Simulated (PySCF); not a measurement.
C₆H₆N, SMILES Nc1cc[c]cc1, doublet (B3LYP/def2-SVP optimised geometry):

```
13

N      1.406     1.890     0.048
C      0.711     0.685     0.000
C      1.405    -0.544     0.000
C      0.711    -1.762     0.005
C     -0.669    -1.709     0.011
C     -1.406    -0.542     0.009
C     -0.700     0.670     0.004
H      2.365     1.866    -0.280
H      0.904     2.708    -0.279
H      2.500    -0.544     0.000
H      1.261    -2.708     0.004
H     -2.500    -0.540     0.010
H     -1.249     1.617     0.006
```

Computed with PySCF with unrestricted B3LYP/def2-TZVP.

Task: What are the frontier orbital energies (α orbitals alone; a β orbital can be the lowest empty one) and the dipole moment?

Result: HOMO-2 -7.06 eV, HOMO-1 -6.62 eV, HOMO -5.85 eV, LUMO -0.51 eV, LUMO+1 0.08 eV; dipole moment 2.41 D.

On the same geometry unrestricted PBE/def2-TZVP run with PySCF gives HOMO-2 -6.26 eV, HOMO-1 -5.40 eV, HOMO -5.02 eV, LUMO -1.20 eV, LUMO+1 -0.62 eV; dipole moment 2.56 D.

Meta-Löwdin charges at B3LYP/def2-TZVP: N1 -0.45, C2 0.12, C3 -0.16, C4 -0.12, C5 -0.05, C6 -0.12, C7 -0.16, H8 0.23, H9 0.23, H10 0.11, H11 0.13, H12 0.13, H13 0.11.
